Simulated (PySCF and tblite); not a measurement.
# Conformers and averaged properties: C5H6F3NO, numbered as in [O:1]=[C:2]1[NH:3][CH2:4][CH2:5][C@@H:6]1[C:7]([F:8])([F:9])[F:10]

Search: ETKDG and KDG, MMFF94s, GFN2-xTB, 150 starts; geometries at GFN2-xTB. Free energies are PBE0-D3(BJ)/pcSseg-1 single points with GFN2-xTB rigid-rotor and vibrational terms (modes under about 100 cm⁻¹ blended into free rotors). Symmetry numbers and mirror images are counted. Conformers within 2.5 kcal/mol (GFN2-xTB free energy) were kept, 4 at most. GIAO shieldings: PBE0/pcSseg-1. Shifts are against TMS (¹H), TMS (¹³C), CFCl3 (¹⁹F), NH3 (¹⁵N) at the same level; of two unlike H on one atom, a is the less shielded. Run with PySCF (density fitting) and tblite.

The 5-ring runs over atoms 2–3–4–5–6.

| conformer | shape | symmetry | E(GFN2) kcal/mol | E(DFT) kcal/mol | G(298.15 K) kcal/mol | weight % | dipole D |
| --- | --- | --- | --- | --- | --- | --- | --- |
| 1 | 5-ring envelope (ring torsions -17, 24, -24, 15, 2°) | C1 | 0.00 | 0.00 | 0.00 | 50.2 | 4.84 |
| 2 | 5-ring envelope (ring torsions 18, -25, 23, -13, -3°) | C1 | 0.77 | 0.23 | 0.01 | 49.8 | 5.52 |

Weights (%) against temperature:

```
 T (K)     1     2  S(mix) cal/mol/K
   250  51.0  49.0              1.38
298.15  50.2  49.8              1.38
   350  49.7  50.3              1.38
```

Averaged shifts at 298.15 K. ¹H: 3.61 (H4a, 1H), 3.44 (H4b, 1H), 2.81 (H6, 1H), 2.39 (H5a, 1H), 2.35 (H5b, 1H) ppm. ¹³C: 169.5 (C2), 135.3 (C7), 48.5 (C6), 42.6 (C4), 25.9 (C5) ppm. ¹⁹F: -84.5 (F8/F9/F10) ppm. ¹⁵N: 128.1 (N3) ppm.

Coordinates of conformer 1 (Å):

```xyz
16

O     0.457    2.518   -0.136
C    -0.011    1.411   -0.141
N    -1.264    1.056    0.190
C    -1.557   -0.356    0.124
C    -0.407   -0.908   -0.732
C     0.721    0.108   -0.541
C     1.652   -0.293    0.593
F     2.222   -1.493    0.364
F     2.651    0.568    0.781
F     1.008   -0.413    1.766
H    -1.916    1.722    0.569
H    -2.532   -0.527   -0.337
H    -1.559   -0.798    1.127
H    -0.697   -0.932   -1.781
H    -0.116   -1.913   -0.429
H     1.341    0.260   -1.427
```

Coordinates of conformer 2 (Å):

```xyz
16

O     0.338    1.999   -1.414
C    -0.123    1.035   -0.865
N    -1.421    0.792   -0.610
C    -1.714   -0.489   -0.015
C    -0.354   -0.936    0.538
C     0.663   -0.183   -0.325
C     1.884    0.247    0.468
F     1.575    1.092    1.462
F     2.477   -0.813    1.057
F     2.819    0.832   -0.278
H    -2.143    1.421   -0.919
H    -2.085   -1.190   -0.773
H    -2.467   -0.392    0.769
H    -0.222   -2.014    0.492
H    -0.253   -0.619    1.577
H     1.019   -0.773   -1.175
```

H on N, O and S are left out: they exchange, and hydrogen bonds move them by several ppm. Unscaled ¹⁹F and ¹⁵N shifts at such levels can be off by tens of ppm; differences between conformers or isomers are more reliable. Shifts are unscaled: against experiment ¹³C can be off by 15 ppm or more and ¹H by 0.8 ppm.

Search and properties took 67 s on 1 thread of Arm Neoverse V1, on a host shared with other jobs (rough), launched as `OMP_NUM_THREADS=1 python ens_run.py task.json out`.


¹⁵N shifts are against a computed isolated NH3 molecule, about 20 ppm from the liquid.

Conformer gaps in pcSseg-1 on xTB geometries can be 2 kcal/mol off for S=O, P=O and other polar bonds.